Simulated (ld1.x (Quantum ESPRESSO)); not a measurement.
**What one change does to a pseudopotential (Zn, ultrasoft)**

* Element: Zn (Z = 30)
* Generator: ld1.x (Quantum ESPRESSO) 7.5
* Type: ultrasoft
* Functional: LDA (PZ)
* Relativity: scalar-relativistic
* Frozen core: [Ar]
* Valence charge: 12
* Reference configuration: 3d10 4s2 4p0
* Partial waves: 4s (bound): rcut 1.65, rcutus 2.30 bohr; 4s channel at -0.1 Ry: rcut 1.65, rcutus 2.30 bohr; 4p (bound, empty): rcut 2.00, rcutus 2.25 bohr; 4p channel at 2.2 Ry: rcut 2.00, rcutus 2.25 bohr; 3d (bound): rcut 1.45, rcutus 1.55 bohr; 3d channel at -0.15 Ry: rcut 1.45, rcutus 1.55 bohr
* Local potential: all-electron potential smoothed inside 2.15 bohr (lloc = -1)
* Core correction: Bessel-smoothed model core, default radius (core density twice the valence density)
* Augmentation charge: PSQ, inside the norm-conserving radii

All-electron outer shells of the reference configuration (LDA (PZ), scalar-relativistic, ld1.x):

```json
{"shell": "3s", "level (eV)": "-128.62", "outermost node (bohr)": "0.28", "outermost maximum (bohr)": "0.59"}
{"shell": "3p", "level (eV)": "-83.26", "outermost node (bohr)": "0.25", "outermost maximum (bohr)": "0.59"}
{"shell": "3d", "level (eV)": "-10.42", "outermost node (bohr)": "–", "outermost maximum (bohr)": "0.56"}
{"shell": "4s", "level (eV)": "-6.23", "outermost node (bohr)": "0.85", "outermost maximum (bohr)": "2.09"}
{"shell": "4p", "level (eV)": "-1.23", "outermost node (bohr)": "0.92", "outermost maximum (bohr)": "3.04"}
```

Change: waves 4s (bound): rcut 1.65, rcutus 1.94 bohr; 4s channel at -0.1 Ry: rcut 1.65, rcutus 1.94 bohr.

Cutoffs: the cutoffs (Ry, on a coarse ladder) from which the occupation-weighted sum of valence levels, in a spherical-Bessel basis at the reference potential, stays within 10 and 1 mRy of its value at 400 Ry; they do not see the model core or the augmentation charge, which bear on the density cutoff. Errors are all-electron minus pseudo energies relative to the spin-unpolarised reference configuration.

Q: How do hardness, ghosts and transferability respond?

A: The potential gets neither clearly harder nor softer (45 Ry and 80 Ry → 45 Ry and 80 Ry); of the 9 tests that both files solve, the error grows in 2 and shrinks in 5 by more than 15 % and 0.3 meV (median size 10.3 → 20.4 meV); neither file shows a bound ghost.

| quantity | base | changed |
| --- | --- | --- |
| cutoff, loose | 45 Ry | 45 Ry |
| cutoff, tight | 80 Ry | 80 Ry |
| bound ghosts | none | none |
| error for 3d10 4s1 4p0, meV [ΔE 10.19 eV] | -4.6 | -3.1 |
| error for 3d10 4s0 4p0, meV [ΔE 28.96 eV] | -29 | -20 |
| error for 3d9 4s0 4p0, meV [ΔE 69.85 eV] | -10 | -24 |
| error for 3d10 4s0 4p2, meV [ΔE 10.75 eV] | -5.7 | -1.6 |
| error for 3d9 4s2 4p0, meV [ΔE 18.21 eV] | +54 | +47 |
| error for 3d10 4s1.5 4p0, meV [ΔE 4.08 eV] | -1.1 | -0.8 |
| error for 3d9 4s2 4p1, meV [ΔE 12.36 eV] | +55 | +48 |
| error for 3d10 4s1 4p0 (spin-polarised), meV [ΔE 9.94 eV] | -4.7 | -3.8 |
| error for 3d9 4s0 4p0 (spin-polarised), meV [ΔE 69.58 eV] | -26 | -40 |
| lowest overlap eigenvalue by channel | s 0.40, p 0.64, d 1.00 | s 0.42, p 0.64, d 1.00 |
